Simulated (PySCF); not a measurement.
CH4N, SMILES [CH2]N, multiplicity 2.

Coordinates come from a PBE0-D3(BJ)/def2-TZVP optimisation. The isomer is the one that the SMILES or the coordinates give; other isomers of the formula were not compared.

Two levels are set side by side: PBE/def2-TZVPD (PySCF) and r2SCAN/def2-TZVPD (PySCF). Same geometry, gas phase. Differences are taken from unrounded values.

| quantity | r2SCAN | PBE | PBE minus r2SCAN |
|---|---|---|---|
| α-spin orbital gap (eV) | 3.96 | 2.78 | -1.17 |
| β-spin orbital gap (eV) | 6.73 | 5.92 | -0.81 |
| dipole moment (D) | 1.14 | 1.22 | 0.09 |
| mean polarisability (bohr³) | 26.7 | 27.9 | 1.2 |

Rough cost on one machine, each run with all the roots and properties that it gave: r2SCAN against PBE within a factor of 2.
